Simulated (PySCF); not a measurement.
GaO⁺: frontier orbitals

UHF at R = 2.696 Å; Ga x2c-SVPall, O x2c-SVPall; spin-free X2C with a Gaussian nucleus (PySCF 2.14). State: ³Σ⁻ (triplet), unpaired electrons π ↑↑. Only the outer orbitals are listed, counted within each symmetry.

| spin | orbital | occ. | ε (eV) | on Ga (%) | main shells (%) |
| --- | --- | --- | --- | --- | --- |
| α | 4π | 1 | -25.17 | 0 | 100 O p |
| α | 4π | 1 | -25.17 | 0 | 100 O p |
| α | 9σ | 1 | -22.92 | 7 | 93 O p |
| α | 10σ | 1 | -18.32 | 95 | 94 Ga s |
| α | 5π | 0 | -4.99 | 100 | 100 Ga p |
| α | 5π | 0 | -4.99 | 100 | 100 Ga p |
| α | 11σ | 0 | -4.23 | 101 | 100 Ga p |
| β | 8σ | 1 | -34.61 | 1 | 99 O s |
| β | 9σ | 1 | -20.66 | 25 | 75 O p, 23 Ga s |
| β | 10σ | 1 | -17.96 | 78 | 76 Ga s, 22 O p |
| β | 4π | 0 | -5.17 | 94 | 94 Ga p |
| β | 4π | 0 | -5.17 | 94 | 94 Ga p |
| β | 11σ | 0 | -4.08 | 99 | 98 Ga p |

Task: Which are the highest filled and the lowest empty level, where do they sit, and how wide is the gap?

Result: Highest filled β 10σ at -17.96 eV (in %: 76 Ga s, 22 O p); lowest empty β 4π at -5.17 eV (in %: 94 Ga p); the gap at UHF is 12.79 eV.

- bond order (Mayer): 0.11
- ⟨S²⟩: 2.010
- charge on Ga (Mulliken, basis-dependent): 0.94
- charge on Ga (Löwdin, basis-dependent): 0.88
- dipole moment (positive dipole points towards O; it is taken about the centre of mass and depends on that origin): -1.24 D
- polarisability along the bond: 27.3 bohr³
- polarisability across the bond: 24.3 bohr³

Shares are Mulliken populations and can fall outside 0 to 100 %.

Spin–orbit coupling is left out. The state is the lowest determinant that a PBE0 search found; another state may lie lower at other levels.
